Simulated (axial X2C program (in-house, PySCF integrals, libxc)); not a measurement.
# GeC: properties at the nuclei

Computed with an in-house all-electron X2C program for linear molecules (integrals from PySCF): two-component X2C with atomic mean-field Coulomb and Gaunt terms, Gaussian nuclei, basis Ge dyall-cv3z, C dyall-v3z with contracted cores.

R = 1.797 Å (near the PBE0 minimum at charge 0 of the determinant lowest at the starting distance; the state shown can have its own minimum elsewhere).

Input and command:
```json
{"zs": [32, 6], "q": 0, "bas": ["dyall-cv3z", "dyall-v3z"], "r0": 1.78, "levels": ["PBE0", "HF", "B3LYP", "LDA", "BHandHLYP"], "nst": 3}
```
```bash
python soeom.py task.json out
```

Keys: zs atomic numbers; q charge; bas basis sets; r0 starting distance in Å; levels methods; nst determinants followed.

Determinant lowest in the PBE0 search, Ω = 2 (⟨Sz⟩ = 1.00, ⟨Lz⟩ = 1.00 at PBE0), spin on the atoms Ge 0.13, C 0.87:

| level | Eeff magnitude (GV/cm) | Ws magnitude Ge (kHz) | A∥/gI Ge (MHz) | qzz Ge (a.u.) | A∥/gI C (MHz) | qzz C (a.u.) | μ (D) |
| --- | --- | --- | --- | --- | --- | --- | --- |
| PBE0 | 0.324 | 0.0867 | 148 | -2.12 | 79.2 | -0.02 | -1.92 |
| HF | 0.031 | 0.0195 | 220 | -2.95 | 108 | 0.00 | -0.94 |
| B3LYP | 0.394 | 0.102 | 152 | -1.98 | 86.5 | -0.03 | -2.02 |
| LDA | 0.523 | 0.128 | 181 | -1.83 | 84.4 | -0.03 | -1.95 |
| BHandHLYP | 0.198 | 0.0598 | 154 | -2.30 | 85.2 | -0.03 | -1.95 |

Eeff is the effective electric field on the electron electric dipole moment in this Ω state and Ws the scalar–pseudoscalar constant of the nucleus named (defined with the proton number Z and per Ω); A∥ (defined per Ω) follows by multiplying with gI = μI/(I μN); qzz is the electric field gradient, eQq0 = 234.96 MHz × Q/barn × qzz; μ is positive if the C end (last atom) is positive. The operators were transformed with the bare-nucleus X2C matrices; with these basis sets, hyperfine constants and field gradients can be off by tens of per cent, and where levels differ in sign neither size nor sign is settled.

(1) With gI(73Ge) = -0.1954, Q(73Ge) = -0.196 barn, gI(13C) = 1.4048 (g factors from the IAEA table of nuclear moments by Stone; Q from Pyykkö, Mol. Phys. 2018), turn the PBE0 values of the first state into constants in MHz.

Each state is one determinant with collinear spin, which with several unpaired electrons need not be a pure state. Unrestricted Hartree–Fock can overshoot spin polarisation at the nuclei. With several open shells hyperfine constants can be off by a factor of several. Where Eeff spreads by more than a factor of two the levels disagree and none is to be relied on. Open-shell Ω = 0 determinants with evenly filled partner blocks cannot be reached by this program, so the Ω shown need not be the lowest component. States lie within half an eV, so the first need not be the ground state. Further determinants of the search, some of them spin-mixed, are not shown. Where a field gradient or hyperfine factor spreads by more than a factor of two over the levels, a constant derived from it is not to be relied on.

## Answers

(1) A∥(73Ge) = 148 × -0.1954 = -28.9 MHz; eQq0(73Ge) = 234.96 × (-0.196) × (-2.12) = 97.6 MHz; A∥(13C) = 79.2 × 1.4048 = 111 MHz.
